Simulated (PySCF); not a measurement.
TaO2Cl, SMILES [O]=[Ta](=[O])[Cl], multiplicity 1.

Coordinates come from a PBE0-D3(BJ)/def2-SVP optimisation. The spin state was assumed, not searched. The def2 effective core potentials stand for the cores of Ta; spin–orbit coupling is left out.

Two levels are set side by side: TDDFT-PBE/def2-SVPD (PySCF) and TDDFT-PBE0/def2-SVPD (PySCF). Vertical, same geometry. The lowest singlet is HOMO→LUMO 100 % with PBE and HOMO→LUMO 99 % with the other functional; states are paired by order. Differences are taken from unrounded values.

```
quantity                              TDDFT-PBE0  TDDFT-PBE  TDDFT-PBE minus TDDFT-PBE0
------------------------------------  ----------  ---------  --------------------------
lowest singlet excitation (eV)              2.90       2.22                       -0.67
lowest triplet excitation (TDA) (eV)        2.81       2.14                       -0.67
```

Functionals without exact exchange tend to place singlet excitations lower, as here. Differences between two approximate levels are no errors against the true value.

Rough cost on one machine, each run with all the roots and properties that it gave: TDDFT-PBE0 against TDDFT-PBE about 3 times.
